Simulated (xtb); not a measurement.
Job for xtb: GFN2-xTB on BH3S (SMILES BS), a point of a torsion scan.

```
$ xtb mol.xyz --gfn 2 --sp --chrg 0 --uhf 0
5

B     -0.57916649    -0.02093600     0.00486457
S      1.11637569    -0.53960450     0.46083902
H     -1.36008427    -0.83826143    -0.28870163
H     -0.87205258     1.10501587     0.10788372
H      1.53546323    -0.45986904    -0.79628593
```

The head of its log:

```
[...]
           -------------------------------------------------
          |                Calculation Setup                |
           -------------------------------------------------



           -------------------------------------------------
          |                 G F N 2 - x T B                 |
           -------------------------------------------------

        Reference                      10.1021/acs.jctc.8b01176
      * Hamiltonian:
        H0-scaling (s, p, d)           1.850000    2.230000    2.230000
        zeta-weighting                 0.500000
      * Dispersion:
        s8                             2.700000
        a1                             0.520000
        a2                             5.000000
        s9                             5.000000
      * Repulsion:
        kExp                           1.500000    1.000000
        rExp                           1.000000
      * Coulomb:
        alpha                          2.000000
        third order                    shell-resolved
        anisotropic                    true
        a3                             3.000000
        a5                             4.000000
        cn-shift                       1.200000
        cn-exp                         4.000000
        max-rad                        5.000000


          ...................................................
          :                      SETUP                      :
          :.................................................:
          :  # basis functions                  17          :
          :  # atomic orbitals                  16          :
          :  # shells                            8          :
          :  # electrons                        12          :
          :  max. iterations                   250          :
          :  Hamiltonian                  GFN2-xTB          :
          :  restarted?                      false          :
          :  GBSA solvation                  false          :
          :  PC potential                    false          :
          :  electronic temp.          300.0000000     K    :
          :  accuracy                    1.0000000          :
          :  -> integral cutoff          0.2500000E+02      :
          :  -> integral neglect         0.1000000E-07      :
          :  -> SCF convergence          0.1000000E-05 Eh   :
          :  -> wf. convergence          0.1000000E-03 e    :
          :  Broyden damping             0.4000000          :
          :  net charge                          0          :
          :  unpaired electrons                  0          :
          ...................................................

 iter      E             dE          RMSdq      gap      omega  full diag
   1     -5.8518983 -0.585190E+01  0.123E+01    4.60       0.0  T
   2     -6.0161029 -0.164205E+00  0.870E+00    0.70       1.0  T
```

Problem. What total energy does the run end on?

Solution. -5.9960 hartree.
